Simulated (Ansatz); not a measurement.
Geometry optimisation, RKS B3LYP-D4/def2-SVP in Ansatz.

Input:

```yaml
crystal:
  periodic: [false, false, false]
  atoms:
    - { symbol: C, position_ang: [-1.0737, -1.0238, -0.1332] }
    - { symbol: Ge, position_ang: [0.4834, -0.1189, 0.523] }
    - { symbol: Cl, position_ang: [2.1411, -1.4469, 0.2535] }
    - { symbol: C, position_ang: [0.8767, 1.5174, -0.4565] }
    - { symbol: S, position_ang: [-0.1621, 2.5569, -0.4371] }
    - { symbol: H, position_ang: [-1.9896, -0.2854, -0.0078] }
    - { symbol: H, position_ang: [-0.9711, -1.2033, -1.2199] }
    - { symbol: H, position_ang: [-1.2567, -1.9041, 0.4074] }
    - { symbol: H, position_ang: [0.3144, 0.2282, 2.0706] }
    - { symbol: H, position_ang: [1.7207, 1.6288, -0.9971] }
basis:
  gaussian: { orbitals: def2-SVP }
hamiltonian:
  xc: b3lyp
  dispersion: d4
relax:
  f_tol: 0.02
  max_steps: 50
output:
  orbitals: {}
```

Run as:

```bash
$ ansatz run input.yaml --threads 2 --pin off --max-ram 3072MiB --backend cpu --events-out ev --progress --plain --runs-dir out
```

Where does it end, and by what steps?

The forces met the threshold. The force dipped under the threshold on the way, but the program's further checks kept it going. After 12 steps the energy has fallen by 1.093 eV; S5 moved furthest, 0.29 Å.

```
step  energy less start (eV)  largest force component (eV/Å)  accepted
   0                  0.0000                           7.120       yes
   1                 -0.8688                           2.787       yes
   2                 -0.9908                           1.608       yes
   3                 -1.0689                           0.611       yes
   4                 -1.0779                           0.319       yes
   5                 -1.0844                           0.158       yes
   6                 -1.0899                           0.138       yes
   7                 -1.0915                           0.116       yes
   8                 -1.0926                           0.047       yes
   9                 -1.0928                           0.018       yes
  10                 -1.0928                           0.046       yes
  11                 -1.0927                           0.068        no
  12                 -1.0930                           0.011       yes
```

```xyz
10
Properties=species:S:1:pos:R:3
C -1.133 -0.987 -0.126
Ge 0.498 -0.155 0.543
Cl 2.201 -1.477 0.144
C 0.843 1.534 -0.415
S -0.345 2.611 -0.659
H -1.943 -0.243 -0.100
H -0.978 -1.318 -1.163
H -1.406 -1.853 0.494
H 0.478 0.107 2.063
H 1.867 1.729 -0.778
```

The run took 42 s on 2 threads of Intel(R) Xeon(R) Platinum 8488C (Sapphire Rapids), on a shared host, peak memory 0.35 GiB.
